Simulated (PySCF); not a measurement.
A structure optimised at PBE-D3(BJ)/def2-SVP, used in a PySCF frequency run:

```xyz
4

S      0.0000     0.0000    -0.3916
S      0.0000     0.0000     1.5256
O      0.0000     1.2771    -1.1339
O      0.0000    -1.2771    -1.1339
```

Write its SMILES, formula and point group.

O=S(=O)=S, O₂S₂, C2v

What are its rotational constants (standard atomic weights)?

9.6841, 4.1880, 2.9236 GHz
